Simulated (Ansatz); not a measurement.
Cost against result

Saddle point of GeAsH₇, singlet (AsH₃ + GeH₄ → GeAsH₅ ([GeH3][AsH2]) + H₂; bonds formed: Ge1–As7, H2–H6; bonds broken: Ge1–H2, H6–As7), PBE0-D4/def2-TZVP structure:

Ge1  (-0.843, 0.945, -0.291)
H2  (-0.883, -0.906, -0.075)
H3  (-1.812, 0.804, -1.487)
H4  (-1.606, 1.375, 0.970)
H5  (0.174, 2.024, -0.695)
H6  (-0.333, -1.559, 0.418)
As7  (1.198, -0.714, 0.779)
H8  (2.712, -0.957, 1.078)
H9  (1.394, -1.011, -0.697)
(Å)

Barriers are electronic and count from the start structure reached by relaxing down the imaginary mode.

Program: Ansatz 0.2.0. Basis: as named in each row. Cores are frozen in the correlated methods. Filled d shells of the heavier atoms are correlated. The def2 sets are not built for correlating such inner shells, so the correlated values are less sure here. B3LYP uses VWN-RPA correlation. Extrapolation: Hartree–Fock as exp(−7.88 √X), correlation as X^−2.97.

Times are rough, for one single point on 4 threads of a shared host (Arm Neoverse V2).

The estimate by CCSD(T) at an estimated basis limit (MP2 extrapolated from triple and quadruple zeta, plus CCSD(T) − MP2 in triple zeta) is 2.583 eV.

| method | basis | time (s) | barrier (eV) | method less estimate |
| --- | --- | --- | --- | --- |
| HF | STO-3G | under 1 | 5.097 | 2.514 |
| SPW92 | def2-SVP | under 1 | 1.844 | -0.739 |
| PBE-D4 | STO-3G | under 1 | 3.369 | 0.786 |
| PBE-D4 | def2-SVP | under 1 | 2.069 | -0.514 |
| B3LYP-D4 | 6-31G | under 1 | 2.373 | -0.210 |
| SPW92 | def2-TZVPP | under 1 | 1.830 | -0.753 |
| PBE0-D4 | def2-SVP | under 1 | 2.388 | -0.195 |
| PBE-D4 | def2-TZVPP | 1 | 2.041 | -0.542 |
| BLYP-D4 | def2-TZVPP | 1 | 2.187 | -0.396 |
| PBE0-D4 | def2-TZVPP | 2 | 2.339 | -0.244 |
| B3LYP-D4 | def2-TZVPP | 2 | 2.425 | -0.158 |
| BHLYP-D4 | def2-TZVPP | 2 | 2.783 | 0.200 |
| CAM-B3LYP-D4 | def2-TZVPP | 2 | 2.674 | 0.091 |
| RPA on PBE | def2-TZVPP | 2 | 2.669 | 0.086 |
| r2SCAN-D4 | def2-TZVPP | 2 | 2.297 | -0.286 |
| r2SCAN0-D4 | def2-TZVPP | 3 | 2.495 | -0.088 |
| B2PLYP | def2-TZVPP | 3 | 2.579 | -0.004 |
| PBE-QIDH | def2-TZVPP | 3 | 2.603 | 0.020 |
| CCSD(T) | def2-SVP | 3 | 2.847 | 0.264 |
| wB97M-V | def2-SVP | 4 | 2.681 | 0.098 |
| wB97X-V | def2-TZVPP | 4 | 2.756 | 0.173 |
| B97M-V | def2-TZVPP | 5 | 2.448 | -0.135 |
| wB97M-V | def2-TZVPP | 6 | 2.644 | 0.061 |
| MP2 | def2-QZVPP | 13 | 2.571 | -0.012 |
| CCSD(T) | def2-TZVPP | 52 | 2.656 | 0.073 |

All methods are single points on the PBE0-D4 structures.

The T1 diagnostic stays at or below 0.012.

Labels in which every atom is bracketed show which atoms are joined, not bond orders.
